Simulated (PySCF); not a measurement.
C₃H₇O, charge -1, singlet, at a GFN2-xTB geometry (in this run its highest filled SCF level lies above zero, so its values depend strongly on the basis, on diffuse functions most of all). Base run: M062X/6-31G* run with PySCF.

The PySCF input:
```python
from pyscf import gto, scf, dft, solvent

mol = gto.M(
    atom='''
O     0.072437    1.403210   -0.197336
C    -0.003743    0.039027    0.514568
H     0.678774    1.903421    0.355744
C    -1.295482   -0.576668   -0.043471
C     1.168255   -0.779392   -0.074952
H    -1.321613   -0.690325   -1.147815
H     1.156039   -0.896331   -1.179742
H    -2.156850    0.037738    0.236541
H     2.129441   -0.318226    0.186784
H    -1.440571   -1.573077    0.391220
H     1.161096   -1.786682    0.359086
''',
    basis='6-31g*',
    charge=-1,
    spin=0,
    verbose=4,
)

mf = dft.RKS(mol)
mf.xc = 'm062x'
mf.kernel()
```

The base run was repeated with changes; each row names its change, and settings that it needs were set with it.

| change | ΔE vs base (kJ/mol) | HOMO-LUMO gap (eV) |
|---|---|---|
| base | 0.00 | 7.47 |
| model = IEF-PCM; solvent = acetonitrile; r_probe = 0.5 | -217.4 | 7.75 |
| model = IEF-PCM; solvent = n-hexane | -123.8 | 7.73 |
| model = IEF-PCM; solvent = acetonitrile; vdw_scale = 1.4 | (withheld) | (withheld) |
| model = IEF-PCM; solvent = acetonitrile; lebedev_order = 41 | -268.5 | 8.17 |
| model = IEF-PCM; solvent = acetonitrile; vdw_scale = 1.0 | (withheld) | (withheld) |
| model = IEF-PCM; solvent = acetonitrile; lebedev_order = 11 | -264.4 | 8.16 |
| model = C-PCM; solvent = acetonitrile | -268.7 | 8.18 |
| model = IEF-PCM; solvent = acetonitrile; vdw_scale = 1.1 | (withheld) | (withheld) |
| model = IEF-PCM; solvent = dichloromethane | -242.7 | 8.08 |
| model = IEF-PCM; solvent = acetonitrile | -268.0 | 8.17 |
| model = ddCOSMO; solvent = acetonitrile | -255.3 | 8.08 |

**Question.** Some entries are withheld; supply them.

**Answer.** 
- model = IEF-PCM; solvent = acetonitrile; vdw_scale = 1.4, ΔE vs base (kJ/mol): -233.6
- model = IEF-PCM; solvent = acetonitrile; vdw_scale = 1.4, HOMO-LUMO gap (eV): 7.85
- model = IEF-PCM; solvent = acetonitrile; vdw_scale = 1.0, ΔE vs base (kJ/mol): -309.8
- model = IEF-PCM; solvent = acetonitrile; vdw_scale = 1.0, HOMO-LUMO gap (eV): 8.76
- model = IEF-PCM; solvent = acetonitrile; vdw_scale = 1.1, ΔE vs base (kJ/mol): -288.4
- model = IEF-PCM; solvent = acetonitrile; vdw_scale = 1.1, HOMO-LUMO gap (eV): 8.43

The base is the gas phase, so ΔE is the electrostatic part of solvation at a fixed geometry, without cavity and dispersion terms.

The gas-phase anion may not be bound at this level, which the solvent then changes.
